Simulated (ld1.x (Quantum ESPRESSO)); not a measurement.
# Se, RRKJ: configuration errors across variants

selenium (Se), norm-conserving RRKJ (Kleinman–Bylander form), made with ld1.x (Quantum ESPRESSO) 7.5 (PBE, scalar-relativistic). Core [Ar] 3d10, reference 4s2 4p4. Waves: 4p (bound): rc 1.85 bohr; 4d channel at 0.5 Ry: rc 2.05 bohr; 4s (bound): rc 1.10 bohr. Local part: the s channel. Core correction: Bessel-smoothed model core inside 1.15 bohr. rho0 = 0.001.

All-electron excitation energies from the reference (eV): (1) 4s2 4p3 10.845; (2) 4s2 4p2 31.193; (3) 4s2 4p1 62.061; (4) 4s1 4p5 10.881; (5) 4s2 4p4.3 -1.593; (6) 4s2 4p3.5 4.310; (7) 4s0 4p6 21.964.

1 further variants failed, have other tests or too few solved ones, and are left out.

A true bound ghost makes a file unfit for plane-wave use even where its test errors are small: the radial tests pick states by their node count and pass the ghost by.

Errors AE − PS in meV (a dash: test not solved or not reliable):

```csv
change,(1),(2),(3),(4),(5),(6),(7),bound ghosts
base,-6.9,-27,-48,-25,0.0,-1.9,-111,p
type TM; local potential the d channel; rho0 0,-13,-62,-155,-19,-0.3,-3.0,-79,none
wave 4d channel at 0.5 Ry: rc 2.05 bohr becomes 4d channel at 0.5 Ry: rc 2.06 bohr,-6.9,-27,-48,-25,0.0,-1.9,-111,p
wave 4p (bound): rc 1.85 bohr becomes 4p (bound): rc 2.80 bohr,-12,-59,-147,-11,-0.2,-2.8,-60,p
wave 4d channel at 0.5 Ry: rc 2.05 bohr becomes 4d channel at -0.13 Ry: rc 2.05 bohr,-6.9,-27,-48,-25,0.0,-1.9,-111,p
core correction Bessel-smoothed model core inside 0.78 bohr,-7.0,-27,-49,-25,0.0,-1.9,-115,p
```

Task: Give the same row for: all radii but the core radius scaled by about 1.38 (s 1.52, p 2.56, d 2.84 bohr).

Result: -4.3, -26, -90, -1.3, +0.2, -1.1, -4.9; bound ghosts: p.
